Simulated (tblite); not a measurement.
C₂H₉N₂PSi.
SMILES with atom numbers: `[CH2:1]=[N:2][Si@:3]([CH3:4])([NH2:5])[PH2:6]` (hydrogens: H7, H8 on C1; H9, H10, H11 on C4; H12, H13 on N5; H14, H15 on P6)

Structure optimised with GFN2-xTB, isolated species.

Task: List the bond lengths, angles and torsions at this level.

Result: 
```json
{"bond": "C1=N2", "length (Å)": "1.247", "order": "double"}
{"bond": "N2–Si3", "length (Å)": "1.750", "order": "single"}
{"bond": "Si3–C4", "length (Å)": "1.900", "order": "single"}
{"bond": "Si3–N5", "length (Å)": "1.728", "order": "single"}
{"bond": "Si3–P6", "length (Å)": "2.265", "order": "single"}
{"bond": "C1–H7", "length (Å)": "1.099", "order": "single"}
{"bond": "C1–H8", "length (Å)": "1.086", "order": "single"}
{"bond": "C4–H9, C4–H10, C4–H11", "length (Å)": "1.085", "order": "single"}
{"bond": "N5–H12, N5–H13", "length (Å)": "1.007", "order": "single"}
{"bond": "P6–H14, P6–H15", "length (Å)": "1.381", "order": "single"}
```

Bonds in one row agree within 0.01 Å and their mean is given. Orders are formal, as drawn. A selection of angles:
```json
{"angle": "N2–C1–H7", "degrees": "124.0"}
{"angle": "N2–C1–H8", "degrees": "119.7"}
{"angle": "H7–C1–H8", "degrees": "116.4"}
{"angle": "C1–N2–Si3", "degrees": "127.1"}
{"angle": "N2–Si3–C4", "degrees": "105.8"}
{"angle": "N2–Si3–N5", "degrees": "111.7"}
{"angle": "N2–Si3–P6", "degrees": "109.2"}
{"angle": "C4–Si3–N5", "degrees": "107.9"}
{"angle": "C4–Si3–P6", "degrees": "117.4"}
{"angle": "N5–Si3–P6", "degrees": "104.9"}
{"angle": "Si3–C4–H9", "degrees": "110.4"}
{"angle": "Si3–C4–H10", "degrees": "111.6"}
{"angle": "H9–C4–H10", "degrees": "108.2"}
{"angle": "Si3–N5–H12", "degrees": "118.2"}
{"angle": "H12–N5–H13", "degrees": "109.7"}
{"angle": "Si3–P6–H14", "degrees": "95.1"}
{"angle": "Si3–P6–H15", "degrees": "94.3"}
{"angle": "H14–P6–H15", "degrees": "92.3"}
```

Dihedral angles: C1–N2–Si3–C4 -126° (anticlinal).

N5 (silicon-bound nitrogen) is pyramidal (angles 118.2°, 117.6° and 109.7°, sum 345.5°, 0.26 Å off the plane of its three neighbours). Of the pairs four or more bonds apart, P6···H7 is among the closest relative to their van der Waals radii: 2.90 Å, 97 % of the sum of Bondi's values. The N–Si distances run from 1.728 Å (Si3–N5, drawn single) to 1.750 Å (N2–Si3, drawn single), a spread of 0.022 Å. Si3 (four-coordinate silicon) is distorted tetrahedral (angles from 104.9° to 117.4°). P6 (three-coordinate phosphorus) is pyramidal (angles 95.1°, 94.3° and 92.3°, sum 281.7°, 0.84 Å off the plane of its three neighbours).

Point group: C1 (no symmetry element, even within 0.4 Å). Its GFN2-xTB frequencies are all real (lowest 74 cm⁻¹). The numbers are those of one conformer (C1–N2–Si3–C4 -126°, N2–Si3–N5–H -72° and 64°, N2–Si3–P6–H -168° and -75°).

Time: 1.6 s of wall time. Hardware: one thread, Arm Neoverse N1 (aarch64), on a shared host. That covers the optimisation of the geometry.

These are computed values.
